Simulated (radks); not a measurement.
Spherical quantum dot in the effective-mass picture: electrons in a parabolic well V = omega^2 r^2 / 2 with omega = 0.0564, all in effective atomic units (hartree* = m*/eps^2 hartree, bohr* = eps/m* bohr), one dielectric constant everywhere. Calculated with a radial shooting solver with Libxc functionals: non-relativistic Kohn-Sham, LDA (Slater exchange, Perdew-Wang correlation), spin-polarised, spherical densities. Levels are named by radial order and angular momentum (1s, 1p, 1d, 2s, ...), and open shells are averaged over m. Results are scaled to m* = 0.425 and eps = 18, for which hartree* = 35.69 meV and bohr* = 2.241 nm.

N = 10, configuration 1s2 1p6 1d(up 2, down 0). This is the lowest configuration that the search found (a dilute case). Occupied and some empty levels:

| level | occupation | eigenvalue (meV) | <r> (nm) |
|---|---|---|---|
| 1s up | 1 | 33.297 | 21.77 |
| 1s down | 1 | 33.445 | 21.27 |
| 1p up | 3 | 33.781 | 24.37 |
| 1p down | 3 | 33.955 | 24.24 |
| 1d up | 2 | 34.469 | 26.31 |
| 1d down | 0 | 34.651 | 26.34 |
| 2s up | 0 | 35.106 | 20.12 |
| 2s down | 0 | 35.181 | 20.31 |
| 1f up | 0 | 35.319 | 27.93 |
| 1f down | 0 | 35.499 | 28.03 |
| 2p up | 0 | 36.103 | 23.47 |
| 2p down | 0 | 36.197 | 23.46 |

Energy (meV): total 198.846, kinetic 10.084, external 70.710, Hartree 149.44, exchange-correlation -31.386.
